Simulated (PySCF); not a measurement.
The vertical singlet excitations below were computed for one of the candidates. Computed with PySCF 2.14.0, density-fitted response routines, TDDFT wB97X-D/def2-SVPD, vertical, gas phase, core orbitals frozen in the response. Geometries: GFN2-xTB, one conformer each.

```csv
state,E (eV),f,"main configurations (H = HOMO, L = LUMO)"
S1,4.75,0.842,H→L (97%)
S2,5.87,0.0031,"H-1→L (58%), H-2→L (28%)"
S3,6.07,0.102,H→L+1 (91%)
S4,6.49,0.035,"H-2→L (50%), H-1→L (28%), H→L+3 (8%)"
S5,6.67,0.018,"H→L+2 (65%), H→L+4 (15%)"
S6,6.87,0.0021,H-3→L (67%)
S7,7.02,0.029,"H→L+3 (55%), H→L+4 (13%)"
S8,7.05,0.0084,"H→L+4 (44%), H→L+2 (14%), H→L+3 (13%)"
```

Triplets computed (Tamm–Dancoff): 2.58, 4.33, 5.06 eV.

Orbital energies (eV): HOMO-3 -10.88, HOMO-2 -10.61, HOMO-1 -10.37, HOMO -8.23, LUMO -0.18, LUMO+1 1.73, LUMO+2 2.14.

**Question.** Which structure fits? All have the formula C6H9ClSi.
A. `C=C/C=C(/C=C)[SiH2]Cl`
B. `C=C(Cl)[C@H]1C=CC[SiH2]1`
C. `CC#C[C@H]1C[Si@@H](Cl)C1`

**Answer.** A. Its S1, at 4.75 eV, is the lowest among the candidates; the nearest of the others has S1 at 6.44 eV. S1 is HOMO→LUMO (97%). Löwdin shares by element: HOMO carbon 67% or more (atoms not listed hold the other 33%); LUMO carbon 66% or more (atoms not listed hold the other 34%). At the same level the other candidates give, for their lowest levels:
- `C=C(Cl)[C@H]1C=CC[SiH2]1`: 6.44 eV (f 0.010); 6.63 eV (f 0.270); 6.97 eV (f 0.018); 7.02 eV (f 0.041); 7.08 eV (f 0.013); T1 4.33 eV; HOMO -8.91, LUMO 1.70 eV
- `CC#C[C@H]1C[Si@@H](Cl)C1`: 6.50 eV (f 0.000); 6.75 eV (f 0.032); 6.75 eV (f 0.001); 6.99 eV (f 0.014); 7.01 eV (f 0.016); T1 5.54 eV; HOMO -9.01, LUMO 2.01 eV

Conformer computed: `[CH2:1]=[CH:2]/[CH:3]=[C:4](/[CH:5]=[CH2:6])[SiH2:7][Cl:8]`: C1–C2–C3–C4 -179°, C3–C4–C5–C6 -166°, C3–C4–Si7–Cl8 89°.
